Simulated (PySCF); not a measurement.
# 19F chemical shifts

One computed conformer, one averaged value for each set of equivalent atoms, no solvent model, non-relativistic. σ from GIAO-PBE0/pcSseg-1; geometry: GFN2-xTB; PySCF.

Shieldings were converted by a linear fit to measured shifts: 19F (scatter 6.0 ppm rms, 7.0 ppm with the 5 outliers that the fit left out vs CFCl3, solution or neat liquid, with a term for F on sp3 carbon). A few per cent of atoms miss by over 2 rms, more outside the fitted compound classes.

Q: Give the 19F shifts of `C=C1OC(C)=C1C(F)(F)F`, `CC(=O)C#CCC(F)(F)F`, `C=CC(=C)C(=O)C(F)(F)F`, `OC[C@@H](F)C(F)(F)F`.

A: 
```json
{"compound": "C=C1OC(C)=C1C(F)(F)F", "environment": "fluorine of a CF3 group (×3)", "δ (ppm)": "-61.9"}
{"compound": "CC(=O)C#CCC(F)(F)F", "environment": "fluorine of a CF3 group (×3)", "δ (ppm)": "-65.8"}
{"compound": "C=CC(=C)C(=O)C(F)(F)F", "environment": "fluorine of a CF3 group (×3)", "δ (ppm)": "-67.8"}
{"compound": "[OH:1][CH2:2][C@@H:3]([F:4])[C:5]([F:6])([F:7])[F:8]", "environment": "F6/7/8: fluorine of a CF3 group (×3)", "δ (ppm)": "-75.3"}
{"compound": "[OH:1][CH2:2][C@@H:3]([F:4])[C:5]([F:6])([F:7])[F:8]", "environment": "F4: fluorine on an sp3 carbon", "δ (ppm)": "-214.6"}
```

Q: Order these by 19F shift, lowest first.
A. C=C(C#CC)OC(F)(F)F
B. C#C[C@@H](C(C)=O)C(F)(F)F
C. CO/C=C(/CCF)[SiH2]O
D. CS[C@@H]1[SiH2]SCS[C@@H]1F
E. CC(C)(C)CCF

A: E (-225.6 ppm, fluorine on an sp3 carbon), C (-215.1 ppm, fluorine on an sp3 carbon), D (-168.2 ppm, fluorine on an sp3 carbon), B (-63.7 ppm, fluorine of a CF3 group), A (-51.7 ppm, fluorine of an OCF3 group).
